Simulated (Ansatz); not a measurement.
Basis-set series for AlH18N3Si6 (`[SiH3][N]([SiH3])[Al]([N]([SiH3])[SiH3])[N]([SiH3])[SiH3]`). Charge 0, multiplicity 1. Geometry: relaxed with PBE0-D4/def2-TZVP. It is one conformer, not always the lowest.

```json
{"functional": "PBE0-D4", "basis": "def2-TZVPP", "functions": "639", "energy (Eh)": "-2153.80796", "HOMO (eV)": "-7.78", "LUMO (eV)": "-1.09"}
{"functional": "PBE0-D4", "basis": "def2-QZVPP", "functions": "1201", "energy (Eh)": "-2153.88725", "HOMO (eV)": "-7.79", "LUMO (eV)": "-1.14"}
{"functional": "ωB97M-V", "basis": "def2-TZVPP", "functions": "639", "energy (Eh)": "-2154.60943", "HOMO (eV)": "-10.04", "LUMO (eV)": "0.53"}
{"functional": "ωB97M-V", "basis": "def2-QZVPP", "functions": "1201", "energy (Eh)": "-2154.68253", "HOMO (eV)": "-10.04", "LUMO (eV)": "0.40"}
```

Q: Give the rows for def2-SVP. (An estimate is asked.)

A: Ansatz gave: 
```json
{"functional": "PBE0-D4", "basis": "def2-SVP", "functions": "258", "energy (Eh)": "-2152.90107", "HOMO (eV)": "-7.68", "LUMO (eV)": "-0.85"}
{"functional": "ωB97M-V", "basis": "def2-SVP", "functions": "258", "energy (Eh)": "-2153.69067", "HOMO (eV)": "-9.89", "LUMO (eV)": "0.88"}
```

Positive LUMOs are unbound and depend on the basis.
